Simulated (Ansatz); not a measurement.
C3H7AlO, SMILES `O[C]1([AlH2])CC1`, relaxed with RKS PBE0-D4/def2-TZVP in the Gaussian-basis code of Ansatz from a PBE-D4/def2-SVP geometry. The force threshold is 0.005 eV/Å; the program also tests the step.

Charge 0, multiplicity 1.

Start:

```xyz
12

O    -1.783    0.082   -0.184
C    -0.377   -0.049    0.005
Al    0.243   -1.381    1.309
C     0.319    1.311   -0.015
C     0.492    0.393   -1.185
H    -2.082   -0.725   -0.641
H     1.783   -1.370    1.760
H    -0.784   -2.469    1.887
H    -0.371    2.161   -0.140
H     1.168    1.501    0.661
H    -0.075    0.635   -2.098
H     1.467   -0.090   -1.360
```

How much energy does the relaxation release, and in how many steps? (An estimate is asked.)

Computed: 4.58 kJ/mol, in 7 steps.

Which bonds change most? (Estimate.)

Ansatz gave: C4–H10 from 1.102 to 1.084 Å; C4–H9 from 1.102 to 1.083 Å; C5–H11 from 1.102 to 1.084 Å; C5–H12 from 1.103 to 1.084 Å.

Give the relaxed structure. (Best estimate.)

The calculation gave: 
```xyz
12

O    -1.775    0.097   -0.196
C    -0.381   -0.039    0.018
Al    0.243   -1.370    1.293
C     0.311    1.304   -0.013
C     0.488    0.377   -1.160
H    -2.090   -0.698   -0.632
H     1.774   -1.336    1.719
H    -0.752   -2.473    1.855
H    -0.354    2.147   -0.156
H     1.146    1.487    0.653
H    -0.056    0.608   -2.069
H     1.448   -0.102   -1.312
```
